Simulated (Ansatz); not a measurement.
Relaxation of a periodic cell of 13 atoms, Zn$_{12}$H (host Zn, host structure hcp, interstitial H), to a largest force component of 0.03 eV/Å in at most 60 steps.

These are results of Ansatz 0.2.0, DFT LDA, scalar-relativistic, plane waves, PAW, not measurements. Settings: cutoff 420 eV, k mesh 4x3x3, gaussian smearing 0.05 eV, no spin polarisation.

```xyz
13
Lattice="5.3200 0.0000 0.0000 -3.9900 6.9109 0.0000 0.0000 0.0000 4.9370" Properties=species:S:1:pos:R:3
Zn 0.000 0.000 0.000
Zn 0.000 1.536 2.468
Zn -1.330 2.304 0.000
Zn -1.330 3.839 2.468
Zn -2.660 4.607 0.000
Zn -2.660 6.143 2.468
Zn 2.660 0.000 0.000
Zn 2.660 1.536 2.468
Zn 1.330 2.304 0.000
Zn 1.330 3.839 2.468
Zn 0.000 4.607 0.000
Zn 0.000 6.143 2.468
H 2.666 3.025 1.180
```

Problem. Where does it end, and by what steps?

Solution. The run converged. Limits of this set-up: coarse k mesh, odd electron count without spin, a small cell, in which the defect meets its images. After 18 steps the energy has fallen by 0.375 eV; H13 moved furthest, 1.50 Å. Joined: Zn11–H13 (3.31 → 1.83 Å).

| step | energy less start (eV) | largest force component (eV/Å) | accepted |
| --- | --- | --- | --- |
| 0 | 0.0000 | 0.455 | yes |
| 1 | -0.0977 | 0.208 | yes |
| 2 | -0.1549 | 0.056 | yes |
| 3 | -0.1631 | 0.073 | yes |
| 4 | -0.1688 | 0.049 | yes |
| 5 | -0.1725 | 0.050 | yes |
| 6 | -0.1752 | 0.131 | yes |
| 7 | -0.1936 | 0.047 | yes |
| 8 | -0.2085 | 0.052 | yes |
| 9 | -0.2282 | 0.124 | yes |
| 10 | -0.2602 | 0.114 | yes |
| 11 | -0.2925 | 0.079 | yes |
| 12 | -0.3061 | 0.082 | yes |
| 13 | -0.3255 | 0.068 | yes |
| 14 | -0.3535 | 0.144 | yes |
| 15 | -0.3685 | 0.078 | yes |
| 16 | -0.3729 | 0.042 | yes |
| 17 | -0.3735 | 0.033 | yes |
| 18 | -0.3752 | 0.005 | yes |

```xyz
13
Lattice="5.3200 0.0000 0.0000 -3.9900 6.9109 0.0000 0.0000 0.0000 4.9370" Properties=species:S:1:pos:R:3
Zn 0.037 -0.063 0.173
Zn 0.121 1.430 2.493
Zn -1.276 2.283 0.143
Zn -1.173 3.720 2.593
Zn -2.503 4.706 -0.251
Zn -2.510 6.092 2.416
Zn 2.754 0.016 0.058
Zn 2.808 1.440 2.500
Zn 1.363 2.086 -0.165
Zn 1.461 3.744 2.550
Zn -0.062 4.637 0.270
Zn 0.143 6.060 2.655
H 1.505 3.731 0.555
```

Time of the run: 74 s on 4 threads of Intel(R) Xeon(R) 6975P-C (Granite Rapids), with other jobs on the host, peak memory 0.86 GiB.
